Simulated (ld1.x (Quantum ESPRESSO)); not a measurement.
# Pb: excitation energies, all-electron against TM

ld1.x (Quantum ESPRESSO) 7.5 input, shortened:

```
&input
   title='Pb', zed=82., rel=1, dft='PBE', iswitch=3,
   config='[Xe] 4f14 5d10 6s2 6p1.5'
 /
 &inputp
   pseudotype=2, tm=.true., lloc=0,
   nlcc=.false.
 /
2
6P  2  1   1.50   0.00  2.02  2.02  0.0
6S  1  0   2.00   0.00  1.28  1.28  0.0
 &test
   configts(1)='6s2 6p1.5'
 /
```

Energies are relative to the spin-unpolarised reference configuration 6s2 6p1.5; without spin polarisation the order of configurations can differ from experiment.

```json
{"valence configuration": "6s2 6p1", "charge": "+1", "ΔE all-electron (eV)": "4.084", "error AE − PS (meV)": "-51"}
{"valence configuration": "6s2 6p0", "charge": "+2", "ΔE all-electron (eV)": "17.528", "error AE − PS (meV)": "-161"}
{"valence configuration": "6s0 6p4", "charge": "0", "ΔE all-electron (eV)": "15.343", "error AE − PS (meV)": "+257"}
{"valence configuration": "6s1 6p2", "charge": "+1", "ΔE all-electron (eV)": "13.611", "error AE − PS (meV)": "-35"}
{"valence configuration": "6s1 6p0", "charge": "+3", "ΔE all-electron (eV)": "49.938", "error AE − PS (meV)": "+765"}
```

**Question.** What are ΔE and the potential's error for 6s1 6p3?

**Answer.** ΔE = 6.245 eV all-electron; the error (AE − PS) is +53 meV.

**Question.** What are ΔE and the potential's error for 6s2 6p2?

**Answer.** ΔE = -2.492 eV all-electron; the error (AE − PS) is +39 meV.

Levels in the configuration 6s2 6p0:

```json
{"level": "6s", "all-electron (eV)": "-27.442", "pseudo (eV)": "-27.626"}
```

Note: ghost states, extra bound levels that the all-electron valence spectrum of the same l lacks: p at -329.2 eV, d at -1.73 eV. A true bound ghost makes a file unfit for plane-wave use.
